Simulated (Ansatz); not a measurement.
The molecule CoBr, multiplicity 5 (an upper state: multiplicity 3 came lower at PBE0/def2-TZVPP). No spin–orbit coupling. Co is treated without relativity. Br is treated without relativity.

Seven points along R, fitted to fifth degree in 1/R; most abundant isotopes. In def2 and cc sets the state is the lowest found near the PBE0 minimum, followed along R.

Codes used: Ansatz (a first-principles code). Values without a source in brackets are computed.

```csv
level,r_e (Å),ω_e (cm⁻¹),ω_e x_e (cm⁻¹),dipole (D)
PBE/def2-TZVPP,2.317,275,1.0,1.44
PBE0/def2-TZVPP,2.321,[?],0.84,2.54
wB97X-V/def2-TZVPP,[?],[?],0.81,2.56
```

Task: Some entries are withheld; supply them.

Result: 
- wB97X-V/def2-TZVPP, r_e (Å): 2.315
- wB97X-V/def2-TZVPP, ω_e (cm⁻¹): 297
- PBE0/def2-TZVPP, ω_e (cm⁻¹): 292
